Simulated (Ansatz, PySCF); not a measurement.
Gas-phase reaction in SMILES: CO[Si](N)(N)N + 5 [H][H] (H2) -> C (CH4) + 3 N (NH3) + O (H2O) + [SiH4] (SiH4)
Structures are relaxed separately at B3LYP-D3(BJ)/def2-TZVP in Ansatz (an electronic-structure program), one conformer each, not searched for the lowest.

Property: energy of full hydrogenation (electronic energy difference), in kcal/mol. Valence correlation only, unless marked. Spin-orbit coupling is left out. Non-relativistic. CBS marks a two-point X^-3 extrapolation of the correlation energy; Hartree-Fock from the larger set. [CCSD(T)-MP2]/basis is that difference in the basis named.

RI-MP2/CBS(cc-pV(T+d)Z,cc-pV(Q+d)Z)+[CCSD(T)-MP2]/cc-pV(T+d)Z (Ansatz) gives 22.4 kcal/mol.

Problem. Another calculation gave 19.5 kcal/mol. Which level was it?
(A) CAM-B3LYP/def2-TZVPD (Ansatz)
(B) M06-2X/def2-TZVPD (PySCF)
(C) B3LYP/def2-TZVPD (Ansatz)
(D) TPSSh/def2-TZVPD (PySCF)

Solution. D, TPSSh/def2-TZVPD (PySCF). The others give 16.9 (CAM-B3LYP), 13.1 (B3LYP), 33.5 (M06-2X) kcal/mol.
